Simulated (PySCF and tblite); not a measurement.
Values are calculated unless marked as measured or tabulated.
Stationary points of C₃H₉F₂NSi₂ at GFN2-xTB, in Å:

Structure A

```
 1 F     3.316   -1.502    0.090
 2 C     3.190   -0.203   -0.316
 3 F     3.515    0.556    0.772
 4 Si    1.365    0.152   -0.858
 5 Si    0.030   -0.323    0.966
 6 N    -1.532    0.017    0.394
 7 C    -2.916    0.050    0.698
 8 C    -2.405    0.444   -0.637
 9 H     3.972   -0.030   -1.066
10 H     1.449    1.540   -1.336
11 H     1.236   -0.670   -2.069
12 H     0.316    0.508    2.151
13 H     0.100   -1.728    1.409
14 H    -3.428   -0.900    0.808
15 H    -3.262    0.820    1.379
16 H    -2.555   -0.225   -1.478
17 H    -2.389    1.495   -0.907
```

Structure B

```
 1 F     3.368   -1.368    0.439
 2 C     3.185   -0.198   -0.243
 3 F     3.341    0.796    0.683
 4 Si    1.398   -0.141   -0.991
 5 Si   -0.031   -0.332    0.815
 6 N    -1.580   -0.378    0.071
 7 C    -2.881   -0.196    0.639
 8 C    -2.400    0.671   -0.453
 9 H     4.023   -0.108   -0.946
10 H     1.419    1.117   -1.753
11 H     1.446   -1.214   -1.991
12 H     0.177    0.742    1.810
13 H     0.011   -1.607    1.538
14 H    -3.604   -0.971    0.419
15 H    -2.958    0.214    1.640
16 H    -2.781    0.516   -1.456
17 H    -2.140    1.700   -0.231
```

Geometries: GFN2-xTB; energies: PBE0/pcSseg-1 + D3(BJ), IEF-PCM dichloromethane; zero-point and thermal terms from GFN2-xTB harmonic modes (soft modes blended into free rotors).

**Question.** Which structure is a saddle point, and along which motion?

**Answer.** A: one imaginary mode (184i cm⁻¹ at GFN2-xTB, mostly on N6, C8), along the pyramidal inversion at N6.

**Question.** Give their symmetry and energies above the lowest.

**Answer.** A Cs, 3.5 kcal/mol; B C1, 0.0 kcal/mol.
